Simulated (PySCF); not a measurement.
B3LYP has the VWN-RPA correlation part, as in Gaussian. Excitations are Tamm–Dancoff values on a coarser integration grid. The basis has no diffuse functions, so Rydberg states are missing or too high.

## BrCl₃Si, SMILES `Br[Si](Cl)(Cl)Cl` (charge 0, multiplicity 1)

All values below come from B3LYP-D3(BJ)/def2-TZVP (PySCF).

The HOMO is -8.77 eV. The dipole moment comes out as 0.09 D, the LUMO is -1.34 eV and the HOMO–LUMO gap comes out as 7.43 eV. The S1 excitation (TDA) is 6.35 eV, the S1 oscillator strength comes out as 0.006 and the T1 excitation (TDA) is 5.91 eV. The S1–T1 gap (TDA) is 0.44 eV and the total energy comes out as -4244.6095 Ha. The cost comes out as roughly 110 core-seconds.

```xyz
5

Cl    -0.8509    -1.6176    -0.9164
Si    -0.0294     0.0007     0.0030
Cl    -0.5152    -0.0307     1.9784
Cl    -0.7650     1.6987    -0.8425
Br     2.1604    -0.0510    -0.2225
```
Charge 0, spin multiplicity 1.
